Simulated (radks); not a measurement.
Numerical settings for neutral technetium, [Kr] 4d5 5s2. All-electron calculation, Dirac Kohn-Sham, PBEsol, spin-unpolarised, spherical densities, finite nucleus; open shells fill j = l - 1/2 first; Fermi nuclear charge, rms radius 4.4112 fm. Program: a radial shooting solver on a logarithmic mesh with Libxc functionals. The defaults (mesh step 0.008 in ln r, mesh end at 40 bohr or more with all orbitals vanishing there, Anderson mixing 0.5 over 9 steps, residual threshold near 1e-9 with the energy settled to 1e-9 hartree or 1e-11 of itself, here a cap of 87 iterations) give E = -4283.9775 hartree and 5s1/2 at -5.065 eV in 14 iterations. Run on one thread of a shared host, so times are rough (Arm Neoverse N1): 0.16 s of CPU time, 0.16 s wall, 14 iterations on 2437 mesh points. Changes against that run (0 stands for a change within the tolerance of the run):

| setting | iterations | converged | E (mhartree) | e(5s1/2) (meV) | CPU (s) |
|---|---|---|---|---|---|
| mesh step in ln r 0.03 | 14 | yes | +0.000422 | 0 | 0.06 |
| mesh step in ln r 0.003 | 14 | yes | 0 | 0 | 0.39 |
| mesh step in ln r 0.08 | 29 | yes | +0.266 | -0.0377 | 0.07 |
| mesh end (bohr) 400 | 14 | yes | 0 | 0 | 0.16 |
| mesh end (bohr) 3 | 13 | level above zero | +2.45e+03 | +3.13e+04 | 0.11 |
| residual threshold 1e-16 | 87 | no | 0 | 0 | 0.49 |
| residual threshold 1e-13 | 21 | yes | 0 | 0 | 0.2 |
| mixing 0.2 | 15 | yes | 0 | 0 | 0.17 |
| linear mixing, mixing 0.8 | 87 | no | +0.000169 | -1.39 | 0.82 |
| linear mixing, mixing 1 | 87 | no | +1.33e+04 | -9.2e+04 | 2.3 |
| mixing history 2 | 17 | yes | 0 | 0 | 0.18 |
| iteration cap 2 | 2 | no | +55.9 | -3.64e+03 | 0.04 |

Settled on a wrong energy, with an occupied level pushed above zero by the early mesh end: mesh end (bohr) 3 (+2.45 hartree). Apart from these: no run marked as converged misses the energy by more than 1 mhartree. A mesh that ends early acts as a hard wall.
